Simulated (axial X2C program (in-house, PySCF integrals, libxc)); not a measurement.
## OsF⁺ along the bond: HF, 2c

All values were computed with an in-house relativistic program for diatomic molecules. Two-component (2c) means X2C with spin–orbit coupling and atomic mean-field two-electron Coulomb and Gaunt terms. Basis: Os dyall-cv3z [13s14p9d6f4g], F dyall-av3z [7s6p3d2f] (cores contracted in-house); Gaussian nuclei, density fitting, unrestricted open shells. Masses: Os 191.961 u, F 18.998 u.

State: Ω = 4 (⟨Sz⟩ = 1.92, ⟨Lz⟩ = 2.08 at HF). Dipoles are positive if F is the positive end and refer to the centre of mass.

Results along the bond:

```
R (Å)   μ (D)  HOMO (eV)  LUMO (eV)
1.631  -3.137     -17.80      -6.47
1.685  -3.593     -17.85      -6.62
1.738  -4.019     -17.90      -6.92
1.792  -4.416     -17.95      -7.19
1.855  -4.843     -18.04      -7.47
1.917  -5.235     -18.14      -7.72
1.998  -5.686     -18.28      -8.00
```

The state is a single determinant with fixed occupations, the lowest that a limited PBE0 search found. Other states lie close and PBE0, whose exact exchange favours high spin, may order them wrongly; the determinant shown need not be the ground state. The nearest other 2c determinant of the search, Ω = 3, lies 0.36 eV up at the distance of the search. With several unpaired electrons one determinant need not be a pure state. Open-shell Ω = 0 determinants with evenly filled partner blocks cannot be reached by this program, so the Ω shown need not be the lowest component.
